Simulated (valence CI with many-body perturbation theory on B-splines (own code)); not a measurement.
**E1 line list for Nd XII**

Method: relativistic CI+MBPT: three valence electrons over a frozen Dirac-Fock core [Kr] 4d10, radial functions for each j: 7 s, 7 p, 7 d, 7 f, 4 g, 2 h, with the one-electron correlation potential Σ1 (screened to all orders), the two-electron term Σ2, the three-electron term Σ3, Breit, model QED; selected single and double excitations, second order for the rest, scaled by the run's own slope (own B-spline code, finite nucleus).

No measured levels were compared; by estimate terms of the open shell hold to a few per cent of their energy, and close levels can change places; configurations with another count of f electrons can be misplaced by thousands of cm⁻¹.

Lines 201 to 250 of 587 in falling wavelength, among levels below 55.041 eV, chosen from the strongest by gf and those to the six lowest levels. Wavelengths and rates use the calculated energies, so an error of 3000 cm⁻¹ moves a line at 527.9 Å by 1.6 % and its rate by three times that or more. Electric multipoles are in the length gauge, E1 and E2 with the static RPA response of the core. Weak lines are less certain than strong ones. Lines between different terms over intervals too small for the method are left out, as are lines whose strength nearly cancels. Where a level lies close to another of its J and parity, the split of strength between their lines is uncertain. The highest levels of a list are the least certain.

Names give the largest LS component (configuration and term), which can be under half, so a name can repeat, a term be missing and a line seem to break the LS rules; names also repeat where a configuration has a term twice. Letters in brackets count levels of one name in rising energy.

| λ vac (Å) | Upper | Lower | A (s⁻¹) | log gf | Branch % |
| --- | --- | --- | --- | --- | --- |
| 527.9 | 4f 5s 5p 2D_3/2 [b] | 5s2 5p 2P°_1/2 | 1.10e+08 | -1.73 | 0.6 |
| 527.8 | 4f 5s 5p 4G_9/2 | 4f 5s2 2F°_7/2 | 1.68e+07 | -2.15 | 100.0 |
| 527.5 | 4f 5p2 4G°_5/2 | 4f 5s 5p 4F_5/2 | 1.62e+09 | -0.39 | 17.0 |
| 527.4 | 4f 5p2 2G°_9/2 [a] | 4f 5s 5p 4G_11/2 | 2.21e+09 | -0.04 | 21.8 |
| 527.3 | 4f 5p2 4G°_11/2 [b] | 4f 5s 5p 2G_9/2 [b] | 2.64e+09 | 0.12 | 22.1 |
| 526.8 | 4f 5p2 4D°_7/2 [b] | 4f 5s 5p 4G_9/2 | 2.54e+09 | -0.07 | 19.6 |
| 526.3 | 4f2 5p 2H°_9/2 [a] | 4f2 5s 4H_9/2 | 1.24e+07 | -2.29 | 0.3 |
| 526.1 | 4f 5p2 2F°_7/2 [a] | 4f 5s 5p 2F_7/2 [b] | 1.12e+09 | -0.43 | 12.9 |
| 525.5 | 4f 5p2 4G°_5/2 | 4f 5s 5p 2F_7/2 [a] | 2.25e+09 | -0.25 | 23.6 |
| 525.0 | 4f2 5p 4G°_7/2 [c] | 4f 5s 5p 4F_9/2 | 4.39e+08 | -0.84 | 5.2 |
| 522.0 | 4f3 2I°_11/2 | 4f2 5s 4H_9/2 | 8.53e+06 | -2.38 | 3.5 |
| 521.9 | 4f2 5p 2H°_9/2 [a] | 4f2 5s 4H_7/2 | 1.16e+08 | -1.33 | 2.7 |
| 521.7 | 4f 5p2 2P°_1/2 | 4f 5s 5p 2D_3/2 [b] | 2.75e+09 | -0.65 | 27.6 |
| 521.4 | 4f 5p2 4D°_7/2 [a] | 4f 5s 5p 4F_9/2 | 2.69e+09 | -0.06 | 32.0 |
| 521.0 | 4f 5p2 4G°_5/2 | 4f2 5s 4P_3/2 | 6.66e+08 | -0.79 | 7.0 |
| 520.9 | 4f2 5p 2I°_11/2 [b] | 4f2 5s 2I_13/2 | 1.65e+08 | -1.09 | 2.0 |
| 520.2 | 4f 5p2 4G°_5/2 | 4f 5s 5p 4F_3/2 | 1.04e+09 | -0.60 | 11.0 |
| 519.9 | 4f 5p2 2P°_3/2 | 4f 5s 5p 2D_5/2 [b] | 2.58e+09 | -0.38 | 26.8 |
| 519.9 | 4f 5p2 2D°_5/2 [b] | 4f 5s 5p 2D_5/2 [b] | 9.89e+08 | -0.62 | 7.0 |
| 519.5 | 4f 5p2 2D°_3/2 [a] | 4f 5s 5p 4D_1/2 | 1.68e+09 | -0.57 | 18.3 |
| 519.0 | 4f 5s 5p 4F_7/2 [b] | 4f 5s2 2F°_5/2 | 2.64e+07 | -2.07 | 14.6 |
| 518.6 | 4f 5p2 2G°_9/2 [c] | 4f 5s 5p 2G_7/2 [b] | 1.83e+09 | -0.13 | 13.2 |
| 518.2 | 4f 5p2 2D°_3/2 [b] | 4f 5s 5p 2D_5/2 [a] | 1.67e+09 | -0.57 | 15.7 |
| 518.2 | 4f 5p2 4G°_9/2 | 4f 5s 5p 4G_9/2 | 1.91e+09 | -0.11 | 16.9 |
| 516.2 | 4f2 5p 2H°_9/2 [b] | 4f2 5s 2F_7/2 | 4.47e+08 | -0.75 | 5.8 |
| 516.0 | 4f 5p2 4D°_1/2 | 4f 5s 5p 4D_1/2 | 1.04e+09 | -1.08 | 9.5 |
| 515.6 | 4f2 5p 2G°_7/2 [a] | 4f2 5s 2F_5/2 | 8.93e+08 | -0.55 | 11.5 |
| 515.1 | 4f 5p2 4F°_7/2 | 4f 5s 5p 2F_7/2 [c] | 1.35e+09 | -0.37 | 8.5 |
| 514.9 | 4f2 5p 2I°_13/2 [b] | 4f2 5s 2I_11/2 | 2.49e+08 | -0.86 | 3.0 |
| 514.8 | 4f 5p2 4G°_11/2 [a] | 4f 5s 5p 4G_11/2 | 3.61e+09 | 0.24 | 36.5 |
| 514.3 | 4f 5p2 4D°_7/2 [a] | 4f 5s 5p 4F_5/2 | 6.46e+08 | -0.69 | 7.7 |
| 513.0 | 4f 5p2 4G°_5/2 | 4f 5s 5p 4F_7/2 [a] | 1.03e+09 | -0.61 | 10.8 |
| 512.4 | 4f 5p2 4D°_7/2 [a] | 4f 5s 5p 2F_7/2 [a] | 6.31e+08 | -0.70 | 7.5 |
| 512.0 | 4f 5s 5p 4D_5/2 | 4f 5s2 2F°_5/2 | 1.89e+08 | -1.35 | 98.5 |
| 511.8 | 4f2 5p 2G°_7/2 [b] | 4f 5s 5p 4F_9/2 | 2.73e+08 | -1.07 | 3.3 |
| 511.6 | 4f 5p2 2F°_7/2 [a] | 4f 5s 5p 4D_5/2 | 2.80e+08 | -1.06 | 3.2 |
| 510.5 | 4f 5p2 2G°_9/2 [a] | 4f 5s 5p 4F_7/2 [b] | 2.48e+08 | -1.01 | 2.4 |
| 510.4 | 4f 5p2 2G°_9/2 [b] | 4f 5s 5p 2F_7/2 [b] | 3.16e+08 | -0.91 | 4.3 |
| 510.0 | 4f 5p2 4D°_5/2 | 4f 5s 5p 4F_7/2 [b] | 1.05e+09 | -0.61 | 9.6 |
| 510.0 | 4f 5p2 2G°_7/2 [b] | 4f 5s 5p 2F_7/2 [b] | 2.55e+08 | -1.10 | 2.4 |
| 509.9 | 4f2 5p 4F°_7/2 | 4f2 5s 2D_5/2 | 5.74e+08 | -0.75 | 7.0 |
| 509.9 | 4f2 5p 4H°_9/2 [b] | 4f2 5s 2G_9/2 | 2.40e+08 | -1.03 | 3.0 |
| 509.5 | 4f 5p2 4D°_1/2 | 4f 5s 5p 4D_3/2 | 2.50e+09 | -0.71 | 23.0 |
| 509.3 | 4f2 5p 4D°_3/2 [b] | 4f2 5s 4P_3/2 | 5.13e+08 | -1.10 | 6.5 |
| 509.1 | 4f2 5p 4D°_3/2 [a] | 4f2 5s 4F_5/2 | 6.50e+08 | -1.00 | 14.8 |
| 509.0 | 4f 5p2 4F°_9/2 | 4f 5s 5p 2F_7/2 [c] | 1.50e+09 | -0.24 | 9.7 |
| 508.9 | 4f 5s 5p 2F_7/2 [b] | 4f 5s2 2F°_7/2 | 1.06e+08 | -1.48 | 67.5 |
| 508.5 | 4f 5p2 2F°_5/2 [b] | 4f 5s 5p 2D_5/2 [a] | 4.23e+08 | -1.01 | 4.2 |
| 507.6 | 4f 5p2 2F°_5/2 [c] | 4f 5s 5p 2F_5/2 [b] | 2.18e+09 | -0.30 | 14.2 |
| 507.3 | 4f 5p2 2F°_7/2 [a] | 4f 5s 5p 4G_9/2 | 3.07e+08 | -1.02 | 3.5 |
